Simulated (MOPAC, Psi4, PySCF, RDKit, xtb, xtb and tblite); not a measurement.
Two geometries of SMILES C(c1ccc(C=C)cc1)(C)C (C11H14), relaxed at GFN2-xTB with one dihedral held; other torsions can differ between them too.

Structure A

```
25

C      4.2732    -0.7895    -0.4434
C      3.4267    -0.8170     0.5791
C      2.0180    -0.4445     0.5589
C      1.2760    -0.5373     1.7377
C     -0.0606    -0.1973     1.7720
C     -0.7126     0.2500     0.6284
C     -2.1735     0.6239     0.6525
C     -3.0367    -0.5804     1.0350
C     -2.4200     1.7932     1.6085
C      0.0232     0.3440    -0.5469
C      1.3609     0.0050    -0.5861
H      3.9853    -0.4742    -1.4315
H      5.3015    -1.0863    -0.3265
H      3.7879    -1.1463     1.5465
H      1.7606    -0.8828     2.6408
H     -0.6015    -0.2825     2.7032
H     -2.4607     0.9423    -0.3562
H     -4.0915    -0.3179     0.9874
H     -2.8545    -1.4086     0.3534
H     -2.8114    -0.9124     2.0454
H     -3.4647     2.0947     1.5731
H     -1.8035     2.6456     1.3311
H     -2.1783     1.5142     2.6311
H     -0.4623     0.6897    -1.4495
H      1.8982     0.0914    -1.5180
```

Structure B

```
25

C      4.2193    -0.7915    -0.4763
C      3.4304    -0.8254     0.5881
C      2.0215    -0.4338     0.5871
C      1.0930    -1.1754     1.3151
C     -0.2484    -0.8514     1.2906
C     -0.7097     0.2284     0.5457
C     -2.1732     0.5935     0.5182
C     -3.0077    -0.5487    -0.0656
C     -2.6679     0.9661     1.9176
C      0.2174     0.9705    -0.1753
C      1.5599     0.6443    -0.1630
H      3.8706    -0.4319    -1.4302
H      5.2446    -1.1176    -0.4347
H      3.8004    -1.2334     1.5211
H      1.4312    -2.0192     1.9005
H     -0.9439    -1.4493     1.8611
H     -2.2939     1.4690    -0.1299
H     -4.0517    -0.2519    -0.1412
H     -2.6488    -0.8104    -1.0588
H     -2.9476    -1.4328     0.5641
H     -3.7068     1.2866     1.8767
H     -2.0705     1.7782     2.3265
H     -2.5976     0.1161     2.5917
H     -0.1178     1.8181    -0.7573
H      2.2637     1.2416    -0.7240
```

Task: Which is lower in energy at the level B3LYP-D3(BJ)/def2-SVP // GFN2-xTB in Psi4, and by how much?

Result: A is lower, by 5.52 kJ/mol (dihedral C1–C2–C3–C4: 180° in A, 140° in B).

E(B) − E(A) in kJ/mol at the other levels, on the same two geometries: GFN2-xTB (xtb and tblite) 2.73; MMFF94 // GFN2-xTB (RDKit) -0.67; B3LYP/def2-SVP // GFN2-xTB (Psi4) 5.64; PBE/def2-SVP // GFN2-xTB (Psi4) 6.23; PBE-D3(BJ)/def2-SVP // GFN2-xTB (Psi4) 6.15; UFF // GFN2-xTB (RDKit) 1.34; AM1, restricted, heats of formation // GFN2-xTB (MOPAC) 1.17; PM3, restricted, heats of formation // GFN2-xTB (MOPAC) 0.31; GFN1-xTB // GFN2-xTB (xtb) 3.01; restricted B3LYP/6-31G*, spherical d, density fitting // GFN2-xTB (PySCF) 4.67; restricted Hartree-Fock/LANL2DZ, density fitting // GFN2-xTB (PySCF) 4.09; restricted Hartree-Fock/6-31G*, spherical d, density fitting // GFN2-xTB (PySCF) 1.53.
